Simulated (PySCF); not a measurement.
C3H5BFNO, SMILES CN1C=C(F)B1O.

Geometry optimised at B3LYP-D3(BJ)/def2-SVP. This is a generated structure with no PubChem entry under its InChIKey; it may be hypothetical. The values are those of a single conformer.

Level of theory: TDDFT-PBE/def2-SVPD (PySCF).

Vertical excitations. The molecule is in vacuum.

Computed lowest excited states:
```json
[
 {"state": "S1", "energy (eV)": "3.25", "λ (nm)": "382", "f": "0.008", "main pairs": "HOMO→LUMO 98 %"},
 {"state": "S2", "energy (eV)": "4.13", "λ (nm)": "300", "f": "0.007", "main pairs": "HOMO→LUMO+1 100 %"},
 {"state": "S3", "energy (eV)": "5.33", "λ (nm)": "232", "f": "0.024", "main pairs": "HOMO→LUMO+2 91 %"},
 {"state": "S4", "energy (eV)": "5.52", "λ (nm)": "225", "f": "0.025", "main pairs": "HOMO→LUMO+3 92 %"},
 {"state": "S5", "energy (eV)": "5.83", "λ (nm)": "213", "f": "0.007", "main pairs": "HOMO−1→LUMO 68 %, HOMO−2→LUMO 25 %"},
 {"state": "S6", "energy (eV)": "6.02", "λ (nm)": "206", "f": "0.016", "main pairs": "HOMO→LUMO+4 89 %"},
 {"state": "S7", "energy (eV)": "6.23", "λ (nm)": "199", "f": "0.033", "main pairs": "HOMO−2→LUMO 47 %, HOMO→LUMO+5 26 %, HOMO−1→LUMO 15 %"},
 {"state": "S8", "energy (eV)": "6.29", "λ (nm)": "197", "f": "0.008", "main pairs": "HOMO→LUMO+5 69 %, HOMO−2→LUMO 11 %"},
 {"state": "S9", "energy (eV)": "6.60", "λ (nm)": "188", "f": "0.012", "main pairs": "HOMO−3→LUMO 81 %"},
 {"state": "S10", "energy (eV)": "6.66", "λ (nm)": "186", "f": "0.006", "main pairs": "HOMO−1→LUMO+1 99 %"},
 {"state": "T1", "energy (eV)": "2.54", "λ (nm)": "488", "f": "0", "main pairs": "HOMO→LUMO 98 %"},
 {"state": "T2", "energy (eV)": "4.06", "λ (nm)": "305", "f": "0", "main pairs": "HOMO→LUMO+1 100 %"},
 {"state": "T3", "energy (eV)": "4.98", "λ (nm)": "249", "f": "0", "main pairs": "HOMO−1→LUMO 75 %, HOMO→LUMO+2 15 %"},
 {"state": "T4", "energy (eV)": "5.14", "λ (nm)": "241", "f": "0", "main pairs": "HOMO→LUMO+2 75 %, HOMO−1→LUMO 19 %"}
]
```
Triplets are in the Tamm–Dancoff approximation, which puts them higher than full response would, so one can lie above its singlet here.
